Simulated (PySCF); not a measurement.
Oxygen: a sound run and one with changed settings

Sound run: O⁺ [He] 2s2 2p3, O²⁺ [He] 2s2 2p2. Calculation: PySCF 2.14, in cc-pVDZ (3s2p1d, 14 functions); no relativity, point nucleus. In the sound run the correlated levels freeze 1s2. The sound run starts from symmetry-adapted Hartree-Fock orbitals and uses a fine grid where one is needed.

Changed run: basis STO-3G. This setting is unsound on purpose.

```
species   method  sound run (hartree)  changed run (hartree)  converged
     O⁺      UHF            -74.35247              -73.44358        yes
     O⁺     MN15            -74.49097              -73.25951        yes
     O⁺    B3LYP            -74.55712              -73.60827        yes
     O⁺      MP2            -74.42235              -73.44358        yes
    O²⁺      UHF            -73.08103              -72.10797        yes
    O²⁺     MN15            -73.19323              -71.91487        yes
    O²⁺    B3LYP            -73.25695              -72.25581        yes
    O²⁺      MP2            -73.13657              -72.11973        yes
    O²⁺  CCSD(T)            -73.15946              -72.12986        yes
```

Ionisation energy of O⁺:

| method | sound run (eV) | changed run (eV) |
| --- | --- | --- |
| UHF | 34.598 | 36.344 |
| MN15 | 35.313 | 36.590 |
| B3LYP | 35.379 | 36.802 |
| MP2 | 34.988 | 36.024 |
| SCS-MP2 | 34.789 | 35.960 |

A minimal basis cannot let orbitals breathe on ionisation and holds almost no correlation.

For comparison, NIST gives 35.121 eV between the lowest levels.
